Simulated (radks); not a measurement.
Values are calculated unless marked as measured or tabulated.
Ionisation of the manganese ion Mn+, [Ar] 3d5 4s1, to [Ar] 3d5 as the strength of local exchange is varied. Code: a radial shooting solver on a logarithmic mesh with Libxc functionals. Model: scalar-relativistic Kohn-Sham, Slater X-alpha exchange (alpha = 2/3 is LDA exchange), no correlation, spin-polarised, spherical densities, point nucleus; open shells are filled with parallel spins first.

alpha  E(Mn+) (hartree)  exchange (hartree)  IE (eV)  -e of the level emptied (eV)  <r> of it (bohr)
0.667       -1154.08198           -47.78837   15.943                   12.287 (4s)             2.752
0.688       -1155.58843           -49.35754   16.116                   12.465 (4s)             2.738
0.758       -1160.62419           -54.61614   16.698                   13.065 (4s)             2.694
0.771       -1161.56181           -55.59747   16.806                   13.178 (4s)             2.686
0.775       -1161.85046           -55.89972   16.840                   13.213 (4s)             2.684
0.816       -1164.81323           -59.00583   17.184                   13.572 (4s)             2.659
0.845       -1166.91336           -61.21171   17.429                   13.828 (4s)             2.642

NIST Atomic Spectra Database: 15.640 eV (measured). The central value is not met in this range of alpha. Open shells are spherical and high-spin; term and fine-structure splittings are not resolved.
